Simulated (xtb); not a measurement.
H$_{3}$AlO$_{3}$, charge -1, doublet, geometry from GFN2-xTB of the parent state (such geometries of metal compounds can be far from the true shape) (a state made from the parent by changing its charge; the spin is typed, not shown lowest); GFN0-xTB (xtb 6.7.1).

The xtb input:
```
$ xtb mol.xyz --gfn 0 --chrg -1 --uhf 1 --json

# file mol.xyz
7

Al    -0.00000000    -0.00000000    -0.00000000
O     -1.08597176    -1.25217867     0.07815260
H     -1.93325027    -1.43797965    -0.30182312
O     -0.33424217     1.33110871    -0.93264447
H      0.10698534     2.14443421    -1.13414960
O      1.42021393    -0.07893003     0.85449188
H      1.82626493    -0.70645456     1.43597272
```

### Question
What does xtb print? Leave out banner, timings and long lists.

### Answer

```
   ID    Z sym.   atoms
    1   13 Al     1
    2    8 O      2, 4, 6
    3    1 H      3, 5, 7

           -------------------------------------------------
          |                Calculation Setup                |
           -------------------------------------------------

           -------------------------------------------------
          |                 G F N 0 - x T B                 |
           -------------------------------------------------

          ...................................................
          :                      SETUP                      :
          :.................................................:
          :  # basis functions                  28          :
          :  # atomic orbitals                  27          :
          :  # shells                           15          :
          :  # electrons                        25          :
          :  electronic temp.          300.0000000     K    :
          :  accuracy                    1.0000000          :
          :  -> integral cutoff          0.2500000E+02      :
          :  -> integral neglect         0.1000000E-07      :
          ...................................................

         :::::::::::::::::::::::::::::::::::::::::::::::::::::
         ::                     SUMMARY                     ::
         :::::::::::::::::::::::::::::::::::::::::::::::::::::
         :: total energy             -14.060963425394 Eh    ::
         :: gradient norm              0.067951191742 Eh/a0 ::
         :: HOMO-LUMO gap              1.477981878057 eV    ::
         ::.................................................::
         :: H0 energy                -12.860580458604 Eh    ::
         :: repulsion energy           0.097219574903 Eh    ::
         :: electrostat energy        -1.296185494890 Eh    ::
         :: -> Gsolv                   0.000000000000 Eh    ::
         ::    -> Gsasa                0.000000000000 Eh    ::
         ::    -> Gshift               0.000000000000 Eh    ::
         :: dispersion energy         -0.001417046803 Eh    ::
         :: short-range corr.          0.000000000000 Eh    ::
         :: add. restraining           0.000000000000 Eh    ::
         :: total charge              -1.000000000000 e     ::
         :::::::::::::::::::::::::::::::::::::::::::::::::::::

           -------------------------------------------------
          |                Property Printout                |
[...]
        21                          0.0097264               0.2647
        22                          0.1379611               3.7541
        23                          0.2219800               6.0404
        24                          0.2219800               6.0404
       ...                                ...                  ...
        27                          1.0062877              27.3825
      -------------------------------------------------------------
                  HL-Gap            0.0543148 Eh            1.4780 eV
             Fermi-level            0.0000000 Eh            0.0000 eV

     #   Z          covCN         q      C6AA      α(0)
     1  13 Al       2.214     0.520   166.006    27.466
     2   8 O        1.541    -0.758    29.156     7.298
     3   1 H        0.809     0.251     0.888     1.480
     4   8 O        1.541    -0.758    29.156     7.298
     5   1 H        0.809     0.251     0.888     1.480
     6   8 O        1.541    -0.758    29.156     7.298
     7   1 H        0.809     0.251     0.888     1.480

 Mol. C6AA /au·bohr⁶  :        975.383485
 Mol. C8AA /au·bohr⁸  :      41757.377693
 Mol. α(0) /au        :         53.799612

Wiberg/Mayer (AO) data.
largest (>0.10) Wiberg bond orders for each atom

 ---------------------------------------------------------------------------
     #   Z sym  total        # sym  WBO       # sym  WBO       # sym  WBO
 ---------------------------------------------------------------------------
     1  13 Al   2.834 --     2 O    0.919     6 O    0.919     4 O    0.919
     2   8 O    1.949 --     3 H    0.971     1 Al   0.919
     3   1 H    1.007 --     2 O    0.971
     4   8 O    1.949 --     5 H    0.971     1 Al   0.919
     5   1 H    1.007 --     4 O    0.971
     6   8 O    1.949 --     7 H    0.971     1 Al   0.919
     7   1 H    1.007 --     6 O    0.971
 ---------------------------------------------------------------------------

Topologies differ in total number of bonds
Writing topology from bond orders to xtbtopo.mol

 dipole moment from electron density (au)
     X       Y       Z
  -0.0000  -0.0000   0.0000  total (Debye):    0.000

           -------------------------------------------------
          | TOTAL ENERGY              -14.060963425394 Eh   |
          | GRADIENT NORM               0.067951191742 Eh/α |
          | HOMO-LUMO GAP               1.477981878057 eV   |
           -------------------------------------------------

normal termination of xtb
```
